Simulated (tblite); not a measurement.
Compound: C5H16GaNOSi.
Structure used (GFN2-xTB), in Å, numbered top down from 1:
```xyz
25
C5H16GaNOSi angstrom
C     -0.9337   -1.8538   -0.5952
N     -0.8252   -0.6208    0.1725
C     -1.5588   -0.7404    1.4231
Ga    -1.2661    1.1981   -0.8649
C     -0.0975    2.1531    0.5130
C      0.7103    1.0232    1.1870
C      0.5771   -0.2436    0.3445
O      1.0061    0.0591   -0.9479
Si     2.5100   -0.1943   -1.5367
H     -1.9821   -2.0227   -0.8410
H     -0.3787   -1.7477   -1.5263
H     -0.5454   -2.7114   -0.0319
H     -2.5328   -1.1806    1.2096
H     -1.7291    0.2519    1.8420
H     -1.0279   -1.3699    2.1458
H     -1.0073    1.0939   -2.3893
H     -2.8147    1.1489   -0.5876
H     -0.6441    2.7189    1.2781
H      0.5975    2.8723    0.0634
H      1.7762    1.2629    1.2331
H      0.3777    0.8270    2.2073
H      1.1629   -1.0803    0.7720
H      2.2963    0.1601   -2.9270
H      2.8260   -1.6109   -1.3056
H      3.4924    0.6312   -0.8286
```

Level: GFN2-xTB in tblite, geometry and Hessian alike; calculated harmonic values, unscaled, isolated species. This tight-binding method is rough: wavenumbers can miss measured ones by several per cent, in bad cases by 10 to 20. Modes of hydrogen on gallium and silicon can be 10 to 20 % off. One conformer, not necessarily the lowest.

Harmonic wavenumbers (cm⁻¹): 47.6, 73.8, 105.7, 121.7, 131.4, 161.8, 209.9, 212.4, 228.7, 267.3, 305.1, 308.8, 394.8, 405.5, 417.3, 479.7, 492.5, 519.6, 575.9, 603.7, 614.9, 624.8, 690.0, 727.8, 783.2, 802.2, 813.8, 824.9, 890.2, 914.1, 967.7, 1022.2, 1033.2, 1049.4, 1077.7, 1113.3, 1146.2, 1155.7, 1186.4, 1218.0, 1223.6, 1254.6, 1288.6, 1310.6, 1325.7, 1401.9, 1419.8, 1458.4, 1466.6, 1475.4, 1476.3, 1485.3, 1504.4, 1611.1, 1707.1, 2200.4, 2241.1, 2375.5, 2775.8, 2888.0, 2914.3, 2915.8, 2930.6, 2953.3, 2980.7, 2992.4, 3002.2, 3009.9, 3020.7.

A = 1300, B = 830.5, C = 737.8 MHz; mass 203.026 u (most abundant isotopes); point group C1, symmetry number 1.

What is the zero-point energy?

Half the sum of the wavenumbers: 42664 cm⁻¹ = 510.38 kJ/mol.

What is S at 350 K and 1 bar for an ideal gas of classical rigid rotors and harmonic oscillators?

Translation 178.45, rotation 129.11, vibration 200.80: S = 508.4 J/(mol K).

And Cp and H(350 K) − H(0)?

Cp = 246.93 J/(mol K), of which vibrations give 213.68 (their classical limit is 69 R = 573.7); H(350 K) − H(0) = 49.43 kJ/mol without the zero-point energy, 37.79 from vibrations.

Blend soft modes into free rotors: weight 1/[1 + (100 cm⁻¹/ν̃)⁴] for the oscillator and the rest for a rotor with moment μB/(μ + B), μ = h/(8π²ν), B = 10⁻⁴⁴ kg m². What vibrational entropy results?

188.86 J/(mol K) in place of 200.80, which changes −T·S at 350 K by +4.18 kJ/mol.

How do the functions run with temperature in this model?

| T (K) | S (J/(mol K)) | Cp (J/(mol K)) | H − H(0) (kJ/mol) | G − H(0) (kJ/mol) | ln q(vib) |
| --- | --- | --- | --- | --- | --- |
| 100 | 310.5 | 96.4 | 6.10 | -24.95 | 2.02 |
| 200 | 396.8 | 158.8 | 18.91 | -60.45 | 5.60 |
| 300 | 472.5 | 218.5 | 37.79 | -103.96 | 9.31 |
| 500 | 609.4 | 320.8 | 92.25 | -212.44 | 16.68 |
| 800 | 783.8 | 420.3 | 204.76 | -422.30 | 27.19 |
| 1000 | 882.5 | 463.2 | 293.35 | -589.13 | 33.67 |

q(vib) and H(0) count from the zero-point level.

Which modes carry the vibrational entropy at 350 K?

47.6 cm⁻¹: 21.89; 73.8 cm⁻¹: 18.26; 105.7 cm⁻¹: 15.31; 121.7 cm⁻¹: 14.16; 131.4 cm⁻¹: 13.54; 161.8 cm⁻¹: 11.86 J/(mol K); the other 63 give 105.78 together.

Hindered rotation and anharmonicity are outside this model. Other conformers, if any are populated, would add a mixing term that is left out. The structure is chiral; the term R ln 2 for an equal mix with its mirror image is left out.
